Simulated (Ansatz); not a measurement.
One change: `F[SiH](S)S` becomes `F[SiH]([SiH3])S`.

Ansatz, PBE0-D4/def2-TZVP geometries, multiplicity 1. Each molecule was computed in one conformer, which needn't be the lowest.

```json
{"property": "zero-point energy (PBE0-D4/def2-TZVP) / kJ/mol", "`F[SiH](S)S`": "82.3"}
{"property": "HOMO energy (PBE0/def2-TZVPP) / eV", "`F[SiH](S)S`": "-7.93"}
{"property": "HOMO–LUMO gap (PBE0/def2-TZVPP) / eV", "`F[SiH](S)S`": "7.71"}
{"property": "HOMO energy (ωB97M-V/def2-TZVPP) / eV", "`F[SiH](S)S`": "-10.11"}
{"property": "LUMO energy (ωB97M-V/def2-TZVPP) / eV", "`F[SiH](S)S`": "1.66"}
{"property": "HOMO energy (B3LYP/def2-TZVPP) / eV", "`F[SiH](S)S`": "-7.66"}
```

Give the same properties after the change, and the shifts. (Best estimate.)

Ansatz gave: 
| property | `F[SiH]([SiH3])S` | shift |
| --- | --- | --- |
| zero-point energy (PBE0-D4/def2-TZVP) / kJ/mol | 122.0 | 39.7 |
| HOMO energy (PBE0/def2-TZVPP) / eV | -7.87 | 0.06 |
| HOMO–LUMO gap (PBE0/def2-TZVPP) / eV | 7.42 | -0.29 |
| HOMO energy (ωB97M-V/def2-TZVPP) / eV | -9.99 | 0.12 |
| LUMO energy (ωB97M-V/def2-TZVPP) / eV | 1.34 | -0.32 |
| HOMO energy (B3LYP/def2-TZVPP) / eV | -7.62 | 0.04 |

With PBE0 the HOMO rises by 0.06 eV and the LUMO falls by 0.23 eV, so the gap narrows by about 0.29 eV. PBE moves the HOMO by 0.00 eV and ωB97M-V by 0.12 eV. The zero-point energy changes by 39.7 kJ/mol with +6 modes.

B3LYP here is the variant with VWN-RPA as its local correlation; programs differ in this.
